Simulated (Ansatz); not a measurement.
A nudged elastic band was laid between two geometries of CH₆N₂OSSi (12 atoms, charge 0, multiplicity 1).

These are results of RKS BLYP/6-31G* (Ansatz), not measurements.

* movable images: 5
* climbing image: yes
* spring: 5.0 eV/Å²
* optimiser: quadratic models (default)
* start path: through a guess of the saddle point
* force threshold: 0.05 eV/Å
* iteration limit: 60
* end points: relaxed

Image 0:

```xyz
12
Properties=species:S:1:pos:R:3
N 0.437 -1.179 -1.528
C -0.042 -1.224 -0.336
S -1.054 -2.664 0.160
N 0.072 -0.288 0.713
Si 0.437 1.441 0.610
O -0.885 2.448 0.391
H 1.045 -0.352 -1.653
H -0.722 -3.399 -0.934
H -0.264 -0.627 1.619
H 0.960 1.810 1.949
H 1.438 1.597 -0.487
H -1.346 2.381 -0.470
```

Image 6:

```xyz
12
Properties=species:S:1:pos:R:3
N 0.087 -1.236 -1.283
C -0.285 -1.411 0.038
S -1.099 -2.788 0.569
N 0.023 -0.347 0.885
Si 0.455 1.339 0.528
O -0.828 2.366 0.216
H 0.908 -0.663 -1.489
H -0.009 -2.073 -1.857
H -0.288 -0.555 1.838
H 1.065 1.866 1.774
H 1.421 1.287 -0.614
H -1.374 2.158 -0.570
```

Problem. What changes between the two ends?

Solution. Bonds broken: S3–H8. Bonds formed: N1–H8.

Problem. Give the energies along the band, and the barrier.

Solution. It converged. The highest image is number 3 of 0 to 6, 0.94 eV above the first end and 1.68 eV above the last; the last end lies 0.74 eV below the first. A vibrational analysis at the climbing image gives one clearly imaginary mode, 1523i cm⁻¹: a first-order saddle point. The orbitals stay closed-shell, which can raise the energy where a bond breaks towards radicals; this wasn't checked here.

| image | path coordinate (Å) | energy (eV) | S3–H8 (Å) | N1–H8 (Å) |
| --- | --- | --- | --- | --- |
| 0 | 0.00 | 0.00 | 1.36 | 2.57 |
| 1 | 0.46 | 0.03 | 1.36 | 2.39 |
| 2 | 0.91 | 0.37 | 1.39 | 1.92 |
| 3 | 1.37 | 0.94 | 1.65 | 1.44 |
| 4 | 1.81 | -0.04 | 2.12 | 1.09 |
| 5 | 2.26 | -0.70 | 2.63 | 1.02 |
| 6 | 2.70 | -0.74 | 2.75 | 1.02 |

Problem. What is the geometry of the highest image?

Solution. 
```xyz
12
Properties=species:S:1:pos:R:3
N 0.353 -1.317 -1.334
C -0.170 -1.299 -0.115
S -0.967 -2.862 0.118
N -0.126 -0.287 0.825
Si 0.424 1.391 0.635
O -0.777 2.489 0.246
H 0.948 -0.540 -1.660
H -0.206 -2.641 -1.332
H -0.599 -0.531 1.698
H 0.896 1.821 1.974
H 1.506 1.336 -0.393
H -1.205 2.384 -0.627
```

Problem. What are the harmonic wavenumbers there?

Solution. 1523i, 56, 62, 189, 233, 299, 333, 439, 522, 554, 615, 621, 728, 764, 804, 820, 836, 903, 912, 947, 1109, 1228, 1407, 1531, 1705, 2201, 2263, 3321, 3470, 3653 cm⁻¹.

Time of the run: 5.8 min on 2 threads of Arm Neoverse V2, with other jobs on the host, peak memory 0.15 GiB.
